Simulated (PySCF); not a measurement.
## MO anions for M along the fifth-period p block

PBE with double-zeta basis sets in PySCF, for the lowest determinant that a PBE0 search found; no spin–orbit coupling. De refers to high-spin ground-configuration atoms (the charge goes to the atom of lower measured ionisation energy or higher electron affinity, which is not always the lowest computed limit). A positive dipole points towards O; it is taken about the centre of mass and depends on that origin.

```json
{"M": "In", "basis": "aug-cc-pVDZ-PP/aug-cc-pVDZ", "charged atom": "O−", "state (unpaired electrons)": "singlet (closed shell)", "Re (Å)": "1.968", "ωe (cm⁻¹)": "624", "De (eV)": "4.49", "μ (D)": "-4.13"}
{"M": "Sb", "basis": "aug-cc-pVDZ-PP/aug-cc-pVDZ", "charged atom": "O−", "state (unpaired electrons)": "triplet (π ↑↑)", "Re (Å)": "1.932", "ωe (cm⁻¹)": "676", "De (eV)": "4.49", "μ (D)": "-3.02"}
{"M": "Te", "basis": "aug-cc-pVDZ-PP/aug-cc-pVDZ", "charged atom": "Te−", "state (unpaired electrons)": "doublet (π ↑)", "Re (Å)": "1.955", "ωe (cm⁻¹)": "634", "De (eV)": "4.14", "μ (D)": "-2.95"}
{"M": "I", "basis": "aug-cc-pVDZ-PP/aug-cc-pVDZ", "charged atom": "I−", "state (unpaired electrons)": "singlet (closed shell)", "Re (Å)": "1.996", "ωe (cm⁻¹)": "576", "De (eV)": "2.05", "μ (D)": "-4.26"}
```

The shortest bond is that of SbO⁻ (1.932 Å), the longest that of IO⁻ (1.996 Å).

The state changes along the series, so neighbouring rows are not always alike in their bonding.

Spin–orbit coupling is left out, which matters for elements this heavy, above all for dissociation energies. For an ion De counts to the pair picked by the measured ionisation energies or electron affinities, which need not be the lowest pair at this level. The highest Kohn–Sham level is positive in some of these anions. Much of that is self-interaction error, but it also means that the finite basis helps to hold the extra electron. States were picked by a PBE0 search and need not be the measured ground states.
